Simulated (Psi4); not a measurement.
FGa (SMILES [F][Ga]), singlet, geometry from GFN2-xTB (such geometries of metal compounds can be far from the true shape); Psi4 1.11 with BLYP/6-311G**.

Psi4 was given this input:
```
memory 2 GB

molecule {
0 1
Ga   -0.00000000   -0.00000000   -0.40479707
F     0.00000000    0.00000000    1.39430103
}

set {
  basis 6-311g**
  scf_type pk
  puream true
  d_convergence 1e-8
  dft_radial_points 99
  dft_spherical_points 590
}

energy('blyp')
print_variables()
```

Problem. Write the output that Psi4 gives for this input, abridged.

Solution. 
```
   => Loading Basis Set <=

    Name: 6-311G**
    Role: ORBITAL
    Keyword: BASIS

         ---------------------------------------------------------
                                   SCF
               by Justin Turney, Rob Parrish, Andy Simmonett
                          and Daniel G. A. Smith
                              RKS Reference
         ---------------------------------------------------------

  ==> Geometry <==

    Molecular point group: c2v
    Full point group: C_inf_v

    Geometry (in Angstrom), charge = 0, multiplicity = 1:

       Center              X                  Y                   Z               Mass
    ------------   -----------------  -----------------  -----------------  -----------------
         GA           0.000000000000     0.000000000000    -0.388744826274    68.925573500000
         F            0.000000000000     0.000000000000     1.410353273726    18.998403162730

  Running in c2v symmetry.

  Rotational constants: A = ************  B =      0.34970  C =      0.34970 [cm^-1]
  Rotational constants: A = ************  B =  10483.76661  C =  10483.76661 [MHz]
  Nuclear repulsion =   82.063586069558980

  Charge       = 0
  Multiplicity = 1
  Electrons    = 40
  Nalpha       = 20
  Nbeta        = 20

  ==> Algorithm <==

  SCF Algorithm Type is PK.
  DIIS enabled.
  MOM disabled.
  Fractional occupation disabled.
  Guess Type is SAD.
  Energy threshold   = 1.00e-06
  Density threshold  = 1.00e-08
  Integral threshold = 1.00e-12

  ==> Primary Basis <==

  Basis Set: 6-311G**
    Blend: 6-311G**
    Number of shells: 26
    Number of basis functions: 62
    Number of Cartesian functions: 66
    Spherical Harmonics?: true
    Max angular momentum: 2

  ==> DFT Potential <==

   => LibXC <=

    Version 7.1.2
    S. Lehtola, C. Steigemann, M. J. T. Oliveira, and M. A. L. Marques,  SoftwareX 7, 1–5 (2018) (10.1016/j.softx.2017.11.002)

   => Composite Functional: BLYP <=

    BLYP GGA Exchange-Correlation Functional

    P.J. Stephens et. al., J. Phys. Chem., 98, 11623-11627, 1994
    B. Miehlich et. al., Chem. Phys. Lett., 157(3), 200-206 1989

    Deriv               =              1
    GGA                 =           TRUE
    Meta                =          FALSE

    Exchange Hybrid     =          FALSE
    MP2 Hybrid          =          FALSE

   => Exchange Functionals <=

    1.0000     XC_GGA_X_B88

   => Correlation Functionals <=

    1.0000     XC_GGA_C_LYP

   => LibXC Density Thresholds  <==

    XC_GGA_C_LYP:  1.00E-14
    XC_GGA_X_B88:  1.00E-15

   => Molecular Quadrature <=

    Radial Scheme          =       TREUTLER
    Pruning Scheme         =           NONE
    Nuclear Scheme         =       TREUTLER

    Blocking Scheme        =         OCTREE
    BS radius alpha        =              1
    Pruning alpha          =              1
    Radial Points          =             99
    Spherical Points       =            590
    Total Points           =         112511
    Total Blocks           =            935
    Max Points             =            256
    Max Functions          =             62
    Weights Tolerance      =       1.00E-15

  ==> Integral Setup <==

  Using in-core PK algorithm.
   Calculation information:
      Number of atoms:                   2
      Number of AO shells:              26
      Number of primitives:             51
      Number of atomic orbitals:        66
      Number of basis functions:        62

      Integral cutoff                 1.00e-12
      Number of threads:                 1

  Performing in-core PK
  Using 3816162 doubles for integral storage.
  We computed 54829 shell quartets total.
  Whereas there are 61776 unique shell quartets.

  ==> DiskJK: Disk-Based J/K Matrices <==

    J tasked:                  Yes
    K tasked:                   No
    wK tasked:                  No
    Schwarz Cutoff:          1E-12

  Minimum eigenvalue in the overlap matrix is 1.5325576830E-02.
  Reciprocal condition number of the overlap matrix is 4.3481020779E-03.
    Using symmetric orthogonalization.

  ==> Pre-Iterations <==

  SCF Guess: Superposition of Atomic Densities via on-the-fly atomic UHF (no occupation information).

   -------------------------
    Irrep   Nso     Nmo
   -------------------------
     A1        30      30
     A2         4       4
     B1        14      14
     B2        14      14
   -------------------------
    Total      62      62
   -------------------------

  ==> Iterations <==

                        Total Energy        Delta E     RMS |[F,P]|

   @RKS iter SAD: -2021.39656060590028   -2.02140e+03   0.00000e+00
    Occupation by irrep:
             A1    A2    B1    B2
    DOCC [    10,    0,    5,    5 ]
    NA   [    10,    0,    5,    5 ]
    NB   [    10,    0,    5,    5 ]

   @RKS iter   1: -2022.73971154980723   -1.34315e+00   1.00715e-01 ADIIS
    Occupation by irrep:
             A1    A2    B1    B2
    DOCC [    11,    1,    4,    4 ]
    NA   [    11,    1,    4,    4 ]
    NB   [    11,    1,    4,    4 ]

   @RKS iter   2: -1972.61533268000835    5.01244e+01   2.80617e-01 ADIIS
   @RKS iter   3: -2021.85668247310946   -4.92413e+01   1.36457e-01 ADIIS
   @RKS iter   4: -2024.81469995751127   -2.95802e+00   3.44609e-03 DIIS/ADIIS
   @RKS iter   5: -2024.77872365479629    3.59763e-02   9.42599e-03 DIIS/ADIIS
   @RKS iter   6: -2024.82050247438201   -4.17788e-02   1.53911e-03 DIIS/ADIIS
   @RKS iter   7: -2024.82120631371527   -7.03839e-04   2.56813e-04 DIIS/ADIIS
   @RKS iter   8: -2024.82124013931616   -3.38256e-05   1.54891e-05 DIIS
   @RKS iter   9: -2024.82124026422025   -1.24904e-07   5.72871e-06 DIIS
   @RKS iter  10: -2024.82124028073758   -1.65173e-08   5.27207e-07 DIIS
   @RKS iter  11: -2024.82124028083922   -1.01636e-10   8.13210e-08 DIIS
   @RKS iter  12: -2024.82124028083877    4.54747e-13   7.48163e-09 DIIS
  Energy and wave function converged.

  ==> Post-Iterations <==

   Electrons on quadrature grid:
      Ntotal   =   39.9999996810 ; deviation = -3.190e-07

    Orbital Energies [Eh]
    ---------------------

    Doubly Occupied:

       1A1  -371.034426     2A1   -45.347620     1B2   -40.200829
       1B1   -40.200829     3A1   -40.197908     4A1   -24.204449
       5A1    -5.257981     2B2    -3.590168     2B1    -3.590168
       6A1    -3.583187     7A1    -0.996383     1A2    -0.725784
       8A1    -0.725784     3B1    -0.721031     3B2    -0.721031
       9A1    -0.716528    10A1    -0.377172     4B2    -0.302133
       4B1    -0.302133    11A1    -0.243239

    Virtual:

       5B2    -0.075075     5B1    -0.075075    12A1    -0.004110
       6B1     0.091374     6B2     0.091374    13A1     0.119690
      14A1     0.158617     2A2     0.267392    15A1     0.267392
       7B1     0.313826     7B2     0.313826    16A1     0.398613
       8B2     0.602305     8B1     0.602305    17A1     0.602689
      18A1     1.048846     9B1     1.049443     9B2     1.049443
      19A1     1.607047    20A1     1.820637     3A2     1.820637
      10B1     1.836208    10B2     1.836208    21A1     1.919288
      22A1     3.508070    11B2     3.533632    11B1     3.533632
       4A2     3.747263    23A1     3.747264    12B2     3.786209
      12B1     3.786209    24A1     4.044734    25A1     4.688400
      13B1     5.991412    13B2     5.991412    26A1     6.079650
      27A1    39.852233    28A1    66.247899    14B2   206.414305
      14B1   206.414305    29A1   206.498663    30A1   784.356576

    Final Occupation by Irrep:
             A1    A2    B1    B2
    DOCC [    11,    1,    4,    4 ]
    NA   [    11,    1,    4,    4 ]
    NB   [    11,    1,    4,    4 ]

  @RKS Final Energy: -2024.82124028083877

   => Energetics <=

    Nuclear Repulsion Energy =             82.0635860695589798
    One-Electron Energy =               -2987.3173513446422476
    Two-Electron Energy =                 966.0195489417969839
    DFT Exchange-Correlation Energy =     -85.5870239475522681
    Empirical Dispersion Energy =           0.0000000000000000
    VV10 Nonlocal Energy =                  0.0000000000000000
    Total Energy =                      -2024.8212402808387651

Computation Completed

Properties will be evaluated at   0.000000,   0.000000,   0.000000 [a0]

Properties computed using the SCF density matrix

 Multipole Moments:

 ------------------------------------------------------------------------------------
     Multipole            Electronic (a.u.)      Nuclear  (a.u.)        Total (a.u.)
 ------------------------------------------------------------------------------------

 L = 1.  Multiply by 2.5417464519 to convert [e a0] to [Debye]
 Dipole X            :          0.0000000            0.0000000            0.0000000
 Dipole Y            :          0.0000000            0.0000000            0.0000000
 Dipole Z            :         -2.0313971            1.2133740           -0.8180231
 Magnitude           :                                                    0.8180231

 ------------------------------------------------------------------------------------

  Variable Map:
  ----------------------------------------------------------------------------
  "CURRENT ENERGY"              =>   -2024.821240280839
  "CURRENT REFERENCE ENERGY"    =>   -2024.821240280839
  "DD SOLVATION ENERGY"         =>       0.000000000000
  "DFT FUNCTIONAL TOTAL ENERGY" =>   -2024.821240280839
  "DFT TOTAL ENERGY"            =>   -2024.821240280839
  "DFT VV10 ENERGY"             =>       0.000000000000
  "DFT XC ENERGY"               =>     -85.587023947552
  "GRID ELECTRONS ALPHA"        =>      19.999999840519
  "GRID ELECTRONS BETA"         =>      19.999999840519
  "GRID ELECTRONS TOTAL"        =>      39.999999681037
  "NUCLEAR REPULSION ENERGY"    =>      82.063586069559
  "ONE-ELECTRON ENERGY"         =>   -2987.317351344642
  "PCM POLARIZATION ENERGY"     =>       0.000000000000
  "PE ENERGY"                   =>       0.000000000000
  "SCF ITERATION ENERGY"        =>   -2024.821240280839
  "SCF ITERATIONS"              =>      12.000000000000
  "SCF TOTAL ENERGY"            =>   -2024.821240280839
  "TWO-ELECTRON ENERGY"         =>     966.019548941797
  "XC GRID RADIAL POINTS"       =>      99.000000000000
  "XC GRID SPHERICAL POINTS"    =>     590.000000000000
  "XC GRID TOTAL POINTS"        =>  112511.000000000000

  Array Variable Map:
  ----------------------------------------------------------------------------
  "CURRENT DIPOLE"              =>       0.000000000000 ... -0.818023123041 1 by 3
  "SCF DIPOLE"                  =>       0.000000000000 ... -0.818023123041 1 by 3
  "SCF TOTAL ENERGIES"          =>   -2021.396560605900 ... -2024.821240280839 1 by 13
```
